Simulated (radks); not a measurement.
Problem. Valence configurations of Eu IV (all share [Xe]). Method: scalar-relativistic Kohn-Sham, SCAN, spin-polarised, spherical densities, finite nucleus; open shells are filled with parallel spins first (spin-orbit coupling, left out, can overturn this in heavy ions); meta-GGA in the generalised Kohn-Sham scheme; Fermi nuclear charge, rms radius 5.1115 fm; computed with a radial shooting solver on a logarithmic mesh with Libxc functionals. Order these by energy: 4f4 5d2; 4f5 5d1; 4f6; 4f4.5 6p1.5; 4f5 6p1.

Solution. From the lowest, in eV above it: 4f6 0.000; 4f5 5d1 12.782; 4f5 6p1 22.195; 4f4 5d2 30.684; 4f4.5 6p1.5 36.536. NIST lists [Xe] 4f6 as the ground configuration; this level of theory agrees among the configurations tried. The energies are those of spherical high-spin densities, not of single terms. No valid solution was reached for [Xe] 4f5.5 6s0.5; [Xe] 4f5 6s1; [Xe] 4f4 6s2.
